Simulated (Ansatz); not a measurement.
The cluster Na5⁺. The state is a singlet with charge 1. Geometry r2SCAN/def2-SVP; atoms count from 1.

```xyz
5

Na   -1.312    0.215    3.342
Na    1.467   -1.617    3.057
Na    0.096   -0.091   -0.024
Na    0.709   -0.629   -3.633
Na   -0.962    2.123   -2.742
```

The restricted singlet is unstable towards broken spin symmetry in Hartree–Fock (as tested in another run); at PBE0/def2-TZVP this wasn't settled. The structure comes from a short search, and lower isomers may exist.

Question: Estimate the Mulliken populations from the PBE0/def2-TZVP orbitals of Ansatz.

Answer: 
```
atom  charge (e)
 Na1        0.15
 Na2        0.14
 Na3        0.42
 Na4        0.14
 Na5        0.15
```
Mulliken values and Mayer orders depend strongly on the basis.

Question: And the Mayer bond orders between bonded heavy atoms (over 0.3)?

Answer: Na1–Na2 0.71 (3.34 Å); Na4–Na5 0.71 (3.34 Å).
